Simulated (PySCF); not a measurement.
Circular dichroism: `C=C[C@H]1CC[Si@H](F)O1`, C₅H₉FOSi

Geometry:
```csv
atom,x (Å),y (Å),z (Å)
C1,2.572,0.271,0.943
C2,1.864,-0.322,0.002
C3,0.468,0.064,-0.383
C4,-0.520,-1.086,-0.090
C5,-1.913,-0.478,0.080
Si6,-1.481,1.196,0.860
F7,-2.289,2.431,0.217
O8,0.041,1.225,0.307
H9,2.174,1.110,1.488
H10,3.568,-0.050,1.195
H11,2.254,-1.163,-0.556
H12,0.445,0.303,-1.456
H13,-0.479,-1.835,-0.881
H14,-0.217,-1.556,0.848
H15,-2.389,-0.336,-0.892
H16,-2.555,-1.132,0.663
H17,-1.548,1.370,2.293
```

Computed, not measured: TDDFT BHandHLYP/def2-SVPD circular dichroism and optical rotation, one conformer, gas phase (PySCF 2.14.0). Geometry: GFN2-xTB.

The molecule is flexible and this is one conformer; a measurement averages over conformers.

Q: Assign R or S to each stereocentre.

A: C3 R, Si6 S.

Q: List the lowest 8 singlet excitations with oscillator and rotatory strengths.

A: Rotatory strengths R in 10⁻⁴⁰ esu² cm², velocity form and length form (origin at the centre of mass); f in length form.
```tsv
state	E (eV)	λ (nm)	f	R (velocity)	R (length)	main
1	7.37	168	0.049	+16.8	+20.5	HOMO→LUMO 0.64, HOMO→LUMO+3 0.11
2	7.58	164	0.391	+17.1	+9.9	HOMO→LUMO+2 0.66, HOMO→LUMO+1 0.25
3	8.01	155	0.020	-6.4	-5.5	HOMO→LUMO+3 0.52, HOMO→LUMO+4 0.18
4	8.13	153	0.007	+3.8	+4.0	HOMO→LUMO+4 0.45, HOMO→LUMO+5 0.25
5	8.26	150	0.011	+28.1	+27.5	HOMO→LUMO+1 0.44, HOMO→LUMO+2 0.12
6	8.36	148	0.011	-22.7	-19.7	HOMO→LUMO+5 0.21, HOMO−1→LUMO+1 0.19
7	8.38	148	0.005	-39.1	-37.5	HOMO−1→LUMO+2 0.21, HOMO→LUMO+5 0.12
8	8.52	145	0.017	-12.6	-13.1	HOMO−1→LUMO 0.34, HOMO−1→LUMO+3 0.19
```

Among the states computed, the strongest CD band (largest |R|) is state 7. The largest dissymmetry factor in size, g = 4R/(D+G), with D and G the electric and magnetic dipole strengths, is -0.082 for state 7 (velocity form, f = 0.006), among bands with |R| over 0.5. The mirror image has the same energies and oscillator strengths and all R with the opposite sign.
